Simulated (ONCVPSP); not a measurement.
## Co: variants of one ONCV potential

Base potential:

ONCVPSP 4.0.1 input, shortened (lines: element, Z, core and valence counts, functional; n l f; lmax; l rc ep ncon nbas qcut; lloc lpopt rc5 dvloc0; l nproj debl; icmod fcfact rcfact), LDA (Perdew-Wang 92), scalar-relativistic:

```
  Co 27.00    5    2  -001012      upf
    1    0    2.00
    2    0    2.00
    2    1    6.00
    3    0    2.00
    3    1    6.00
    3    2    7.00
    4    0    1.50
    2
    0    2.45    0.00    4    9    3.10
    1    2.40    0.11    3    8    4.10
    2    1.00    0.00    3    8   14.50
    2    5    1.00    0.00
    0    2    3.80
    1    1    2.80
    2    0    1.20
    2    0.45    0.70
```

In the p channel the program set the typed energies aside and used 0.050 Ha.

All-electron outer shells of the reference configuration (LDA (PZ), scalar-relativistic, ld1.x):

```
shell  level (eV)  outermost node (bohr)  outermost maximum (bohr)
   3p      -69.77                   0.28                      0.68
   3d      -12.68                      –                      0.66
   4s       -9.25                   0.96                      2.23
```

Cutoffs, loose and tight: the cutoffs (Ha) at which the residual kinetic energy of the hardest occupied pseudo-wave falls to 1 and 0.1 mHa per electron. They do not see the model core or the augmentation charge, which bear on the density cutoff. Test errors are all-electron minus pseudo excitation energies from the reference, over the configurations 3d7 4s2; 3d7 4s1; 3d7 4s0; 3d5 4s0. A dash means not determined; rows that change the core or the reference have their own tests.

A true bound ghost makes a file unfit for plane-wave use even where its test errors are small: the radial tests pick states by their node count and pass the ghost by.

```tsv
change	outcome	cutoff, loose	cutoff, tight	bound ghosts	GHOST(+) flags above zero	largest test error (meV)
base	generated, projector energies reset by the program	83 Ha	93 Ha	s, p	s	-1091
all radii but the core radius scaled by about 0.88 (s 2.16, p 2.12, d 0.88 bohr)	generated, projector energies reset by the program	91 Ha	103 Ha	s, p	s	-958
all radii but the core radius scaled by about 1.09 (s 2.68, p 2.62, d 1.10 bohr)	generated, projector energies reset by the program	77 Ha	88 Ha	s, p	s	-1241
all radii but the core radius scaled by about 1.20 (s 2.94, p 2.88, d 1.20 bohr)	generated, projector energies reset by the program	73 Ha	83 Ha	s, p	s	-1439
```

(1) What comes out with this change to the base: all radii but the core radius scaled by about 0.78 (s 1.92, p 1.88, d 0.78 bohr)?

(2) What comes out with this change to the base: all radii but the core radius scaled by about 1.29 (s 3.16, p 3.10, d 1.28 bohr)?

## Answers

(1) outcome: generated; cutoff, loose: 101 Ha; cutoff, tight: 379 Ha; bound ghosts: s, p; GHOST(+) flags above zero: s; largest test error (meV): -914.

(2) outcome: generated, projector energies reset by the program; cutoff, loose: 70 Ha; cutoff, tight: 80 Ha; bound ghosts: s, p; GHOST(+) flags above zero: s; largest test error (meV): -1635.

Reading the sweep of the scale of all radii but the core radius (base = 1) (base included, trends over the rows without a ghost): Bound ghosts are found at 0.78, 0.88, 1, 1.09, 1.2, 1.29. Every judged row has one, so this setting neither creates nor removes them.
